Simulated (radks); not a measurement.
Task: All-electron atom: Mn2+ in [Ne] 3s2 3p5 3d5 4d1 (not the ground configuration). Calculated with a radial shooting solver on a logarithmic mesh with Libxc functionals: scalar-relativistic Kohn-Sham, LDA (Slater exchange, Perdew-Wang correlation), spin-polarised, spherical densities, point nucleus; open shells are filled with parallel spins first. Some entries of the table are withheld. Estimate them.

| orbital | occ. | eigenvalue (hartree) | <r> (bohr) | r(max) (bohr) |
|---|---|---|---|---|
| 1s up | 1 | -236.9491 | 0.06101 | 0.03994 |
| 1s down | 1 | -236.9302 | 0.06100 | 0.03994 |
| 2s up | 1 | -28.43067 | 0.2803 | 0.2330 |
| 2s down | 1 | -28.31501 | 0.2796 | 0.2327 |
| 2p up | 3 | -24.30239 | 0.2475 | 0.1882 |
| 2p down | 3 | -24.20470 | 0.2468 | 0.1880 |
| 3s up | 1 | -4.30559 | 0.8427 | 0.7335 |
| 3s down | 1 | -4.03589 | 0.8494 | 0.7353 |
| 3p up | 3 | -3.15785 | (1) | (2) |
| 3p down | 2 | -2.89587 | (3) | (4) |
| 3d up | 5 | -1.35544 | 1.028 | 0.7314 |
| 3d down | 0 | -1.11595 | 1.087 | 0.7461 |
| 4d up | 1 | -0.38158 | 3.950 | 3.536 |
| 4d down | 0 | -0.32403 | 4.336 | 3.849 |

Result: 
(1) 3p up <r> (bohr): 0.8850
(2) 3p up r(max) (bohr): 0.7460
(3) 3p down <r> (bohr): 0.8966
(4) 3p down r(max) (bohr): 0.7493
